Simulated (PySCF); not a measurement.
SMILES NC#CC(F)(F)F, C₃H₂F₃N

Molfile (atoms numbered from 1):
```
C3H2F3N
     RDKit          3D

  9  8  0  0  0  0  0  0  0  0999 V2000
    2.2393   -0.0574   -0.7043 N   0  0  0  0  0  0  0  0  0  0  0  0
    0.9236   -0.0235   -0.5106 C   0  0  0  0  0  0  0  0  0  0  0  0
   -0.2706   -0.0257   -0.3740 C   0  0  0  0  0  0  0  0  0  0  0  0
   -1.7104   -0.0388   -0.2167 C   0  0  0  0  0  0  0  0  0  0  0  0
   -2.3359    0.1978   -1.3786 F   0  0  0  0  0  0  0  0  0  0  0  0
   -2.1408   -1.2231    0.2387 F   0  0  0  0  0  0  0  0  0  0  0  0
   -2.1456    0.8902    0.6498 F   0  0  0  0  0  0  0  0  0  0  0  0
    2.7932   -0.4701    0.0297 H   0  0  0  0  0  0  0  0  0  0  0  0
    2.6546    0.7597   -1.1234 H   0  0  0  0  0  0  0  0  0  0  0  0
  1  2  1  0
  2  3  3  0
  3  4  1  0
  4  5  1  0
  4  6  1  0
  4  7  1  0
  1  8  1  0
  1  9  1  0
M  END
```

Computed, not measured: TDDFT CAM-B3LYP/def2-TZVPD excited states, vertical, gas phase in PySCF. Geometry: PBE0-D3(BJ)/def2-TZVP.

Q: Give the one- and two-photon strengths of the lowest singlets.

A: δ for parallel linear polarisation; σ at the peak of a Lorentzian of half width 0.1 eV, single beam; Ω is circular over linear.
```tsv
state	E (eV)	f	photon λ (nm)	δ (au)	σ (GM)	Ω	main
S1	5.39	0.000	460	0.1	0.00	1.50	HOMO→LUMO+1 0.89
S2	5.84	0.001	424	23.5	0.29	1.40	HOMO→LUMO 0.96
S3	6.64	0.023	374	13.2	0.21	0.66	HOMO→LUMO+3 0.41, HOMO−1→LUMO+1 0.37
S4	7.37	0.010	336	3.94	0.08	1.50	HOMO−1→LUMO 0.90
S5	7.40	0.052	335	3.61	0.07	0.21	HOMO→LUMO+2 0.81, HOMO→LUMO+5 0.11
S6	7.53	0.004	329	<0.1	0.00	–	HOMO−1→LUMO+3 0.63, HOMO−1→LUMO+7 0.26
```

Among these, the strongest one-photon state is S5, the strongest two-photon state S2, with a dipole change of 5.9 D (relaxed, norm of the difference vector).
